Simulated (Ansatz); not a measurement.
Cost and result for the atomization energy of CH₇InSi (`[SiH3][CH2][InH2]`) (10 atoms, 9 bonds).

Cartesian coordinates in Å:
```
Si 0.645 -0.840 -1.053
C -0.645 0.334 -0.406
In -0.353 0.841 1.674
H 0.446 -1.195 -2.487
H 0.635 -2.107 -0.268
H 2.005 -0.244 -0.918
H -1.634 -0.121 -0.514
H -0.620 1.257 -0.992
H 0.618 2.209 2.076
H -1.097 -0.135 2.887
```

The species carries charge 0 and has multiplicity 1. Correlated methods include outer-core shells of In, which these sets cover unevenly. In takes the def2 core potential. All single points use the PBE0-D4/def2-TZVP geometry. Program: Ansatz. All runs use 2 threads of an Arm Neoverse V1 on a shared host. Times are those of one run each, without the atoms' runs, and a repeat can differ threefold. Electronic energies, without spin–orbit coupling; frozen cores. CCSD(T)/CBS adds CCSD(T) − MP2 in def2-TZVPP to the MP2 limit, and its time is that of the two runs behind it. T1 = 0.013. With those shells the extrapolation isn't a true limit. B3LYP takes the VWN-RPA correlation (the form of Gaussian; ORCA's B3LYP/G).

CCSD(T)/CBS is a level of theory with its own doubt, some kJ/mol a heavy atom from the limit and from the frozen cores, so smaller differences don't rank the functionals.

| level | functions | wall time |
| --- | --- | --- |
| revPBE-D4/def2-TZVPP | 221 | 3.4 s |
| BLYP-D4/def2-TZVPP | 221 | 4 s |
| PBE-D4/def2-TZVPP (with forces) | 221 | 4.2 s |
| PBE0-D4/def2-TZVPP | 221 | 4.9 s |
| BHLYP-D4/def2-TZVPP | 221 | 5 s |
| CCSD(T)/def2-SVP | 93 | 6 s |
| B3LYP-D4/def2-TZVPP (with forces) | 221 | 8 s |
| r2SCAN-D4/def2-TZVPP (with forces) | 221 | 8.5 s |
| r2SCANh-D4/def2-TZVPP | 221 | 9 s |
| B97M-V/def2-TZVPP | 221 | 16 s |
| MP2/def2-QZVPP | 419 | 29 s |
| CCSD(T)/def2-TZVPP | 221 | 2.7 min |
| CCSD(T)/CBS(def2) | – | 3.2 min |

(1) What atomization energy does each give, and how far from CCSD(T)/CBS? (Best estimate.)

Answers

(1) Ansatz gave: 
```
                             level  atomization (kJ/mol)  difference from CCSD(T)/CBS  per bond
              revPBE-D4/def2-TZVPP                2802.7                        -86.6      -9.6
                BLYP-D4/def2-TZVPP                2822.4                        -66.9      -7.4
   PBE-D4/def2-TZVPP (with forces)                2848.7                        -40.6      -4.5
                PBE0-D4/def2-TZVPP                2847.4                        -41.9      -4.7
               BHLYP-D4/def2-TZVPP                2837.8                        -51.5      -5.7
                  CCSD(T)/def2-SVP                2717.0                       -172.3     -19.1
 B3LYP-D4/def2-TZVPP (with forces)                2862.9                        -26.4      -2.9
r2SCAN-D4/def2-TZVPP (with forces)                2874.4                        -14.9      -1.7
             r2SCANh-D4/def2-TZVPP                2868.4                        -20.9      -2.3
                 B97M-V/def2-TZVPP                2898.8                          9.5       1.0
                    MP2/def2-QZVPP                2832.4                        -56.9      -6.3
                CCSD(T)/def2-TZVPP                2828.3                        -61.0      -6.8
                 CCSD(T)/CBS(def2)                2889.3                          0.0       0.0
```

From r2SCAN to r2SCAN0 (25 % exact exchange), in def2-TZVPP and without D4, the atomization energy moves by −14.7 kJ/mol: exact exchange takes away binding that semilocal exchange gives to molecules. Leaving LDA and LC-ωPBE aside and taking each functional with its dispersion term where it has one, the values, not all of them listed here, spread over 99.7 kJ/mol, from revPBE-D4 to ωB97X-V. LDA lies +363.7 kJ/mol from PBE without D4, its usual overbinding. The D4 term adds +31.0 kJ/mol with B3LYP and +16.2 kJ/mol with PBE0; it sums over pairs of atoms, weighted by their polarisabilities, and B3LYP, whose exchange is more repulsive, gets the larger term.

Spin–orbit coupling would lower the free In atoms strongly, and the atomization energy with them, by more than many differences here.
